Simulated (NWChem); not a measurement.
Species: SiNH2I, singlet; SMILES N[Si]I

```xyz
5

Si     0.7027     1.5899     0.0000
I     -0.0229    -0.8237     0.0000
N     -0.8484     2.3169     0.0000
H     -1.7503     1.8475     0.0000
H     -0.9381     3.3300     0.0000
```
Atoms are numbered in this order, from 1.

Program: NWChem. Low-valent species are run as closed-shell singlets; no triplet was tried in these runs. Structure relaxed at the PBE0/def2-SVP level. def2 effective core potentials on I; no spin-orbit coupling. B3LYP is NWChem's, with the RPA form of VWN correlation. Ions are spin-unrestricted doublets at the neutral geometry; other ion states weren't tried.

Order these by “−ε(HOMO) (eV)”, lowest first: PBE/def2-SVP; Hartree-Fock/def2-SVP; LRC-wPBEh/def2-SVP; B3LYP/def2-SVP.

PBE/def2-SVP (5.77), B3LYP/def2-SVP (6.58), LRC-wPBEh/def2-SVP (8.60), Hartree-Fock/def2-SVP (9.08)
